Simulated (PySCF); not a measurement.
Assigning NMR signals

Bonds (- single, = double, # triple, : aromatic): Si1-O2, O2-Si3, Si3-O4, O4-C5, C5-C6, C6-Cl7. Si1 carries H8, H9, H10; Si3 carries H11, H12; C5 carries H13, H14; C6 carries H15, H16.

Method: GFN2-xTB geometry, GIAO PBE0/pcSseg-1 shieldings, in PySCF (non-relativistic, gas phase, fast rotation and ring inversion assumed for equivalent nuclei, one conformer).

Referencing at the same level of theory: TMS for 13C (186.93 ppm), 1H (31.72 ppm).

Question: Assign these signals to the numbered atoms. 13C{1H} NMR (computed): δ 67.3, 46.7.

Answer: 
| δ (ppm) | atoms | environment | reason |
| --- | --- | --- | --- |
| 67.3 | C5 | sp3 CH2 bonded to O | pulled downfield by the heteroatom |
| 46.7 | C6 | sp3 CH2 bonded to Cl | the inductive effect lowers its shielding |

Question: Assign these signals to the numbered atoms. 1H NMR (400 MHz, computed): δ 5.26 (s, 3H), 4.85 (s, 2H), 4.20 (t, 2H), 3.62 (t, 2H).

Answer: 
5.26 → H8/H9/H10, hydrogen on a silicon bonded to O
4.85 → H11/H12, hydrogen on a silicon bonded to 2 O
4.20 → H13/H14, hydrogen on an sp3 CH2 bonded to O: its carbon carries O, which withdraws density
3.62 → H15/H16, hydrogen on an sp3 CH2 bonded to Cl: its carbon carries Cl, hence the downfield position

Carbons that carry Cl, above all several Cl atoms, come out too deshielded, partly because spin–orbit coupling is missing. Shifts are as computed. Against solution values, carbons near 30 ppm lie about +3 ppm off and those near 130 ppm about +5 ppm; carbons on Cl a further +6 ppm. Of 1309 compounds with measured shifts, 239 miss one by over three times the rms of a fit or turn the order of signals round; such compounds aren't used in these exercises. Multiplicities follow the n + 1 count of equivalent neighbours, as no J values were calculated; m marks all less simple cases, F and P coupling included.
